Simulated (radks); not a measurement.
The numbers below are computed, except where a source is named.
All-electron atom: the mercury ion Hg2+ in [Xe] 4f12 5d10 6s2 (not the ground configuration). Code: a radial shooting solver on a logarithmic mesh with Libxc functionals. Model: Dirac Kohn-Sham, PBE, spin-unpolarised, spherical densities, finite nucleus; open shells fill j = l - 1/2 first; Fermi nuclear charge, rms radius 5.4648 fm.

Unscreened Slater integrals over Kohn-Sham orbitals (cm^-1). Large and small components are both included.

integral          value
F0(6s1/2,6s1/2)   88789
F0(6s1/2,5d5/2)  104710
G2(6s1/2,5d5/2)   22760
F0(6s1/2,5d3/2)  105360
G2(6s1/2,5d3/2)   20868
F0(6s1/2,5p3/2)  109090
G1(6s1/2,5p3/2)  9067.2
F0(5d5/2,5d5/2)  149330
F2(5d5/2,5d5/2)   77938
F4(5d5/2,5d5/2)   52001
F0(5d5/2,5d3/2)  151720
F2(5d5/2,5d3/2)   79152
G2(5d5/2,5d3/2)   79030
G4(5d5/2,5d3/2)   52768
F0(5d5/2,5p3/2)  166540
F2(5d5/2,5p3/2)   84448
G1(5d5/2,5p3/2)  103760
G3(5d5/2,5p3/2)   64543
F0(5d3/2,5d3/2)  154240
F2(5d3/2,5d3/2)   80570
F0(5d3/2,5p3/2)  169990
F2(5d3/2,5p3/2)   87235
G1(5d3/2,5p3/2)  108690
G3(5d3/2,5p3/2)   67642
F0(5p3/2,5p3/2)  192320
F2(5p3/2,5p3/2)  103670
